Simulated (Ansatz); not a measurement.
The cluster Te2Pd⁻, relaxed as a doublet with UKS PBE-D4/def2-TZVPD in Ansatz, starting from the GFN1-xTB geometry. Force threshold 0.02 eV/Å.

In the def2 sets Pd, Te take a core potential; there is no spin–orbit coupling. The highest occupied level of the charge -1 doublet lies above zero (up to 0.40 eV). It is a level of β spin, whose loss leaves a triplet; that state wasn't run at this geometry and level. The electron is either unbound and held by the finite basis, or the level is raised by self-interaction error. The gap within one spin of the charge -1 doublet nearly closes, so an electron or hole may be smeared out by delocalisation error. The relaxation made no stability test and no search for a lower SCF solution. No other spin state of charge -1 was run. Another isomer (doublet) lies 0.10 eV lower at PBE-D4/def2-TZVPD; other spin states weren't run for this one.

Start:

```xyz
3

Pd   -1.439   -0.079   -0.160
Te    0.762    1.073   -0.821
Te    0.678   -0.994    0.982
```

Question: Estimate the energy that the relaxation releases and the steps that it takes.

Answer: 0.05 eV, in 5 steps; 8.5 s on 4 threads of AMD EPYC 7B13 on a shared host. No frequencies were taken in this run, so the end may be a saddle point.

Question: Does the start keep its bonding and symmetry?

Answer: By distances, no bond broke or formed. The bond that changes most is Te2–Te3, from 2.74 to 2.89 Å (atoms count from 1). Point group C2v at the start, C2v at the end, both within 0.05 Å.

Question: Predict the relaxed structure.

Answer: 
```tsv
atom	x (Å)	y (Å)	z (Å)
Pd1	-1.4052	-0.0778	-0.1560
Te2	0.7476	1.1259	-0.8699
Te3	0.6576	-1.0481	1.0259
```
Bond lengths: 2 × Pd–Te 2.57 Å; 1 × Te–Te 2.89 Å.
